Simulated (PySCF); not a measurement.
Excitations are Tamm–Dancoff values on a coarser integration grid. The basis has no diffuse functions, so Rydberg states are missing or too high.

**CH9AlSi2, SMILES `[CH3][Al]([SiH3])[SiH3]` (charge 0, multiplicity 1)**

These are r2SCAN-D4/def2-TZVP in PySCF 2.14.0 values and carry that method's errors.

```
Item                                                                     Value
--------------------------------------  --------------------------------------
HOMO                                                                  -6.29 eV
dipole moment                                                        0.228 e·Å
HOMO–LUMO gap                                                          3.64 eV
LUMO                                                                  -2.65 eV
S1 excitation (TDA)                                                    3.80 eV
S1 oscillator strength                                                   0.000
T1 excitation (TDA)                                                    3.04 eV
S1–T1 gap (TDA)                                                        0.75 eV
vertical ionisation energy (Delta-SCF)                                 8.73 eV
total energy                                                      -864.8488 Ha
cost                                    about 10 core-minutes (a rough figure)
```

```xyz
13

C      1.9856    -0.6354    -0.2067
Al     0.1404    -0.0285     0.0308
Si    -0.3158     2.3730     0.3420
Si    -1.6431    -1.7286     0.0813
H      2.3327    -1.1122     0.7184
H      2.6862     0.1703    -0.4379
H      2.0666    -1.3963    -0.9893
H     -1.7627     2.7251     0.3747
H      0.3149     3.1893    -0.7370
H      0.2785     2.8480     1.6274
H     -1.4324    -2.6793     1.2136
H     -1.6341    -2.5532    -1.1635
H     -3.0168    -1.1721     0.2289
```
